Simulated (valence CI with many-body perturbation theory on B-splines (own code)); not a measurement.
Hyperfine factors and g values of Hg XXXII

Computed by valence CI with perturbative core correlation (CI+MBPT): three valence electrons over a frozen Dirac-Fock core [Kr] 4d10, radial functions for each j: 8 s, 8 p, 9 d, 9 f, 6 g, 3 h, 2 i, with the one-electron correlation potential Σ1, the two-electron term Σ2, the three-electron term Σ3, Breit, model QED; selected CI, second order for the rest, scaled by the run's own slope (own B-spline code, finite nucleus).

No measured spectrum was set against this ion. As an estimate, large intervals hold to a few tenths of a per cent, small ones and those within an open d or f shell to about a per cent. Core correlation moves these levels by up to 7200 cm⁻¹, and in measured spectra 5 to 20 % of such shifts remained as error; rates that hang on mixing are uncertain with them. The list stops below the first excitations out of the core.

A/g_I is the dipole constant over the nuclear g factor μ/I (μ in nuclear magnetons, uniformly magnetised nucleus), B/Q the quadrupole constant per barn. Both hold the static response of the core; the bare values leave it out. Large factors of s and p1/2 electrons are usually good to 5 to 10 %; those of open d and f shells near neutrality can be off by tens of per cent, and small factors of p3/2, d and f electrons come from cancelling terms and can be off by a factor of two or in sign, in half-filled shells by more. B is blank for J = 1/2, where it vanishes, and for nearly pure S terms. Energies count from the lowest level.

Levels are named by their leading jj configuration (3d3/2^4 stands for four electrons in 3d with j = 3/2), which in mixed levels can hold well under half, so a name can repeat and another be missing. Letters in brackets count levels of one name in rising energy.

```
                     Level  E (cm⁻¹)      g  A/g_I (MHz)  A/g_I bare  B/Q (MHz/b)  B/Q bare
           (4f5/2^3) J=9/2       0.0  0.775         6460        6210         1590      1450
(4f5/2^2 4f7/2) J=11/2 [a]     37980  0.971         4740        4800         2390      2150
           (4f5/2^3) J=3/2     42479  0.697         6870        6460         -852      -773
     (4f5/2^2 4f7/2) J=9/2     64586  1.007         4720        4870        -2510     -2280
           (4f5/2^3) J=5/2     64592  0.824         5860        5670         1890      1720
    (4f5/2^2 4f7/2) J=13/2     65360  1.072         4070        4310         4170      3720
 (4f5/2^2 4f7/2) J=5/2 [a]     78083  0.870         5250        5110        -4860     -4400
 (4f5/2^2 4f7/2) J=3/2 [a]     78576  1.460          993        1890        -1700     -1570
 (4f5/2^2 4f7/2) J=7/2 [a]     79693  1.032         4390        4580        -4900     -4460
(4f5/2^2 4f7/2) J=15/2 [a]     86115  1.126         3800        4160         6680      5960
 (4f5/2^2 4f7/2) J=7/2 [b]     94578  1.053         3860        4030         2860      2570
(4f5/2 4f7/2^2) J=13/2 [a]    106680  0.972         4440        4480         7790      7050
(4f5/2^2 4f7/2) J=11/2 [b]    107960  1.102         3680        3960         1200      1000
 (4f5/2 4f7/2^2) J=9/2 [a]    108580  1.168         3140        3530          312       245
 (4f5/2^2 4f7/2) J=3/2 [b]    112210  1.120         3770        4100          933       875
     (4f5/2^2 4f7/2) J=1/2    112470  0.338        12900       12300                       
 (4f5/2^2 4f7/2) J=5/2 [b]    117030  1.172         3610        4060         3580      3260
 (4f5/2 4f7/2^2) J=9/2 [b]    123190  1.095         3830        4110         -998      -902
 (4f5/2 4f7/2^2) J=7/2 [a]    123650  1.028         3850        3970        -4740     -4280
(4f5/2^2 4f7/2) J=15/2 [b]    124990  1.041         4030        4200        10800      9760
(4f5/2 4f7/2^2) J=11/2 [a]    131930  1.041         3940        4100         3500      3130
 (4f5/2 4f7/2^2) J=3/2 [a]    135490  1.164         2330        2630         -276      -229
 (4f5/2 4f7/2^2) J=5/2 [a]    143760  1.189         2710        3100        -4690     -4250
(4f5/2 4f7/2^2) J=11/2 [b]    151310  1.127         3450        3770         1320      1170
 (4f5/2 4f7/2^2) J=9/2 [c]    152600  1.035         3870        4000         3070      2790
     (4f5/2 4f7/2^2) J=1/2    155970  0.317        11300       10400                       
 (4f5/2 4f7/2^2) J=7/2 [b]    161110  1.382         1370        2110         7870      7070
(4f5/2 4f7/2^2) J=13/2 [b]    162450  1.062         3990        4210         5890      5340
 (4f5/2 4f7/2^2) J=3/2 [b]    165610  1.025         4300        4450         3780      3400
    (4f5/2 4f7/2^2) J=17/2    167350  1.055         3940        4130        16100     14600
          (4f7/2^3) J=15/2    171720  1.030         3660        3750        10600      9580
           (4f7/2^3) J=9/2    174790  1.080         3290        3480        -2030     -1830
 (4f5/2 4f7/2^2) J=5/2 [b]    178180  1.023         4770        4960         -102     -74.1
           (4f7/2^3) J=3/2    197550  1.045         3470        3580        -4740     -4260
          (4f7/2^3) J=11/2    200580  1.083         3390        3590         2200      2000
 (4f5/2 4f7/2^2) J=7/2 [c]    208880  1.134         3630        4000         3130      2830
 (4f5/2 4f7/2^2) J=9/2 [d]    216580  1.084         3890        4160         4090      3720
 (4f5/2^2 4f7/2) J=7/2 [c]    217450  0.944         3870        3780        10200      9190
           (4f7/2^3) J=5/2    219240  1.122         3480        3790         7140      6410
           (4f7/2^3) J=7/2    293750  1.115         3260        3530         7430      6720
```

**Question.** Take the isotope of mass number 199, with I = 1/2, μ = 0.5039 μN. What is the hyperfine structure of (4f5/2^2 4f7/2) J=13/2?

**Answer.** From the table A = 4100 MHz. Shifts from the centre of gravity in MHz: F = 6: -15400, F = 7: 13300.
